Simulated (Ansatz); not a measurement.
The cluster Cu₂H₂⁺ (the lowest doublet isomer of a short search). Charge 1, multiplicity 2. Geometry r2SCAN-D4/def2-TZVP, basis def2-TZVP, Ansatz.

```xyz
4

Cu   -0.5111    0.6815    0.7697
Cu    0.5105   -0.6812   -0.7696
H    -1.0076   -0.6338   -0.1094
H     1.0082    0.6336    0.1093
```

```csv
run,HOMO (eV),LUMO (eV)
A,-12.59,-9.14
B,-12.27,-9.68
C,-12.01,-9.67
D,-11.23,-10.07
E,-11.07,-10.30
F,-11.24,-10.62
```

B3LYP takes the VWN-RPA correlation. HSE06 is defined as in plane-wave codes, on full-range PBE exchange. The structure comes from a short search, and lower isomers may exist.

HOMO and LUMO are taken over both spins.

Question: The runs used B3LYP, HSE06, LDA (SPW92), PBE, r2SCAN, r2SCAN0. Estimate which is which.

Answer: A r2SCAN0 (25 % exact exchange); B B3LYP (20 % exact exchange); C HSE06 (range-separated); D r2SCAN (0 % exact exchange); E PBE (0 % exact exchange); F LDA (SPW92) (0 % exact exchange). Exact exchange lowers occupied and raises empty levels; among semilocal functionals meta-GGAs tend to open the gap a little, and such runs are hard to tell apart. The gap grows from 0.62 eV (LDA (SPW92)) to 3.46 eV (r2SCAN0).
